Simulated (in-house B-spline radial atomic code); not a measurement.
A fraction x of an electron is added to 5p in neutral tin, starting from [Kr] 4d10 5s2 5p2 and keeping the highest spin. All numbers are computed (scalar-relativistic (X2C) BLYP, spin-polarised, spherical fractional occupations; Fermi nucleus of rms radius 4.6519 fm) with an all-electron radial atomic-structure program (B-spline basis), not measured.

| x | E(x) - E(0) (eV) | 5p up level (eV) |
| --- | --- | --- |
| 0 | 0.0000 | -3.909 |
| 0.1 | -0.3611 | -3.315 |
| 0.2 | -0.6635 | -2.737 |
| 0.3 | ? | ? |
| 0.4 | ? | ? |
| 0.5 | -1.2357 | -1.106 |
| 0.6 | -1.3210 | -0.604 |
| 0.7 | -1.3573 | -0.127 |

(1) What belongs in the row x = 0.3?

(2) What belongs in the row x = 0.4?

(3) Check Janak's theorem between x = 0.1 and 0.2.

(4) Up to what added charge does this functional bind the extra electron?

## Answers

(1) An energy change of -0.9090 eV; 5p up at -2.175 eV.

(2) An energy change of -1.0991 eV; 5p up at -1.631 eV.

(3) The slope of the energy is -3.02 eV; the orbital levels give -3.03 eV (ε of the filling orbital, averaged over the two points).

(4) The highest level rises by about 4.8 eV per electron near x = 0.7 and would reach zero near x = 0.73, so a whole extra electron isn't bound at the basis-set limit.
